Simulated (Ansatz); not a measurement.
O₂Ti (`[O]=[Ti]=[O]`). The species carries charge 0 and has multiplicity 1.

Bond lengths: O1–Ti2 1.628 Å, Ti2–O3 1.628 Å. Angles: O1–Ti2–O3 111.8°.

(1) What are the harmonic wavenumbers in cm⁻¹ at PBE0-D4/def2-TZVP (Ansatz, finite differences of forces, unscaled)? (An estimate is asked.)

(2) Is this a minimum?

(3) Give the ideal-gas thermochemistry at 298.15 K and 1 bar (rigid rotor, harmonic oscillator; point group C2v, symmetry number 2).

(4) And at 400, 500, 600, 800 and 1000 K?

## Answers

(1) The calculation gave: 349, 1011, 1060.

(2) Yes, all 3 modes are real.

(3) Zero-point energy 14.5 kJ/mol; H(298) − E = 25.5 kJ/mol; entropy 258.1 J/(mol·K), of which translation 163.5, rotation 89.1, vibration 5.6; G(298) − E = -51.5 kJ/mol.

(4) 
```csv
T (K),H − E (kJ/mol),S (J/mol/K),G − E (kJ/mol)
400,30.1,271.2,-78.4
500,34.8,281.9,-106.1
600,39.9,291.1,-134.8
800,50.4,306.2,-194.5
1000,61.3,318.4,-257.0
```
